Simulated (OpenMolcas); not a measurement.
Ru4+ (d4) among equal point charges was computed by CASSCF with the d shell active (OpenMolcas, ANO-RCC-VDZP on the metal). Its lowest spin-free states, and all those of the highest spin:

| 2S+1 | Degeneracy | E (cm-1) |
| --- | --- | --- |
| 5 | 1 | 0.0 |
| 5 | 2 | 3964 |
| 5 | 2 | 7225 |
| 3 | 1 | 17411 |
| 3 | 1 | 17494 |
| 3 | 2 | 18855 |
| 3 | 2 | 20060 |
| 3 | 2 | 21617 |
| 3 | 1 | 22515 |
| 3 | 1 | 23062 |
| 3 | 1 | 24846 |
| 3 | 2 | 25191 |

Is the site octahedral, tetrahedral or cube-like, axial, or of lower symmetry?

The states with 2S+1 = 5 have orbital degeneracies 1, 2, 2. There are pairs but no triples, so the site is axial: not cubic, but with a proper or improper axis of order three or more. The run had Ru4+ among 5 point charges of -2 e arranged as a trigonal bipyramid (D3h), 1.85 Å from the ion, with the axial distance 2.054 Å.

Without dynamic correlation the repulsion within the d shell is too large (B by tens of per cent), so at a given field states of lower spin stand too high. Point charges give a weaker field than real ligands, and real ions of this kind are as a rule low spin; the high spin found here belongs to the model. Point charges carry no covalency, so the field is a model and not that of real ligands. No measured value stands beside these numbers.
